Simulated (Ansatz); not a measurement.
Wavefunction ladder for CH6B2O (`CBBO`)

```xyz
10

C     0.2221   -1.0902    0.9931
B    -0.6157   -0.0265    0.2174
B    -0.1710    0.6568   -1.2527
O     0.5711    1.7738   -1.4769
H    -0.3839   -1.8568    1.4832
H     1.0380   -1.5604    0.4419
H     0.6812   -0.5227    1.8209
H    -1.6644    0.2996    0.7166
H    -0.5434    0.1107   -2.2661
H     0.8659    2.2157   -0.6773
```

The species carries charge 0 and has multiplicity 1. The structure was optimised at the PBE0-D4/def2-TZVP level. It is one conformer, not always the lowest. Frozen core, restricted reference, the Gaussian-basis code of Ansatz. CBS rows extrapolate triple and quadruple zeta; past MP2 they add the triple-zeta difference.

| basis | HF (Eh) | MP2 corr. |
| --- | --- | --- |
| def2-SVP | -165.48739 | -0.49544 |
| def2-TZVPP | -165.67940 | -0.61518 |
| def2-QZVPP | -165.68749 | -0.65864 |

(1) Estimate the CCSD correlation energy and the (T) correction in each basis where they were run (hartree).

Answers

(1) 
```json
{"basis": "def2-SVP", "CCSD corr.": "-0.54306", "(T)": "-0.01392"}
{"basis": "def2-TZVPP", "CCSD corr.": "-0.65557", "(T)": "-0.02342"}
{"basis": "CBS(def2)", "CCSD corr.": "-0.73122", "(T)": "as TZ"}
```
